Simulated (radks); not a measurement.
Problem. The cobalt ion Co10+ is in [Ne] 3s2 3p5. Calculated with a radial shooting solver on a logarithmic mesh with Libxc functionals: scalar-relativistic Kohn-Sham, LDA (Slater exchange, Perdew-Wang correlation), spin-polarised, spherical densities, finite nucleus; Fermi nuclear charge, rms radius of each element as measured or else 0.836 A^(1/3) + 0.57 fm. Open shells are filled with parallel spins first. One electron is removed from 2s, 3p, 2p, 3s in turn, with full relaxation. Which removal costs least, and what does each cost?

Solution. 3p 305.82 eV; 3s 344.05 eV; 2p 1078.4 eV; 2s 1200.4 eV. The 3p electron leaves first.
